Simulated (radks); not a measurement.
Results of a calculation; reference values are marked as such.
Coulomb parameter of the 4d shell of neutral ruthenium in the model configuration [Kr] 4d6 5s1 5p1, as a second difference U = [E(n + 0.25) + E(n - 0.25) - 2 E(n)] / (0.25)^2 with all orbitals relaxed. "Bare": the charge of the atom changes with n. "Screened": the 5p shell takes up the change at fixed total charge, which measures U(4d,4d) + U(5p,5p) - 2 U(4d,5p). Code: a radial shooting solver on a logarithmic mesh with Libxc functionals. Model: scalar-relativistic Kohn-Sham, r2SCAN, spin-unpolarised, spherical densities, finite nucleus; meta-GGA in the generalised Kohn-Sham scheme; Fermi nuclear charge, rms radius 4.4809 fm.

case,configuration,E - E(n) (eV)
start,[Kr] 4d6 5s1 5p1,0.000
bare +0.25,[Kr] 4d6.25 5s1 5p1,-2.052
bare -0.25,[Kr] 4d5.75 5s1 5p1,2.632
screened +0.25,[Kr] 4d6.25 5s1 5p0.75,-1.738
screened -0.25,[Kr] 4d5.75 5s1 5p1.25,1.912

U(bare) = 9.276 eV, U(screened by 5p) = 2.791 eV, against the Slater integral F0(4d,4d) = 15.722 eV with frozen orbitals. The step up makes a negative ion, whose loosely bound charge lowers the bare value.
